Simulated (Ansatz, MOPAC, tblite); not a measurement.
Dissociation curve of SMILES [N+](C)#[C-]->[Au][CH3]. The Au1–C8 bond (Au1 also carries C; C8 carries H, H, H) is varied alone, starting from the PBE0/def2-SVP, def2 effective core potentials past Kr optimised geometry.

Levels: GFN2-xTB, 300 K electronic temperature (tblite); PM6, restricted, heats of formation (MOPAC); UKS-PBE0 = Ansatz (a quantum-chemistry and plane-wave program) with unrestricted PBE0/def2-SVP, def2 effective core potentials past Kr.

Energies relative to the lowest point of each curve near equilibrium, in kJ/mol:

| R / Å | GFN2-xTB | PM6 |
|---|---|---|
| 1.69 | 135.2 | 265.6 |
| 1.93 | 9.5 | 22.0 |
| 2.00 | 1.2 | 4.5 |
| 2.05 | 0.0 | 0.0 |
| 2.13 | 4.5 | 2.9 |
| 2.19 | 12.0 | 11.3 |
| 2.33 | 39.3 | 44.1 |
| 2.69 | 139.8 | 163.2 |
| 3.37 | 317.4 | 366.5 |
| 4.28 | 408.1 | 508.0 |
| 5.01 | 425.0 | 573.1 |
| 5.93 | 430.4 | 586.4 |

Q: Predict the corresponding UKS-PBE0 column.

A: 1.69: 189.6; 1.93: 14.5; 2.00: 2.4; 2.05: 0.0; 2.13: 4.3; 2.19: 12.3; 2.33: 41.5; 2.69: 141.0; 3.37: 302.1; 4.28: 363.5; 5.01: 371.8; 5.93: 373.4 (kJ/mol).

The restricted form behind PM6 keeps the bonding electrons paired and can't separate into open-shell fragments. The unrestricted determinant behind UKS-PBE0 is spin-contaminated at 3.37 to 5.93 Å (<S²> up to 1.0, against 0.00 for a pure singlet).
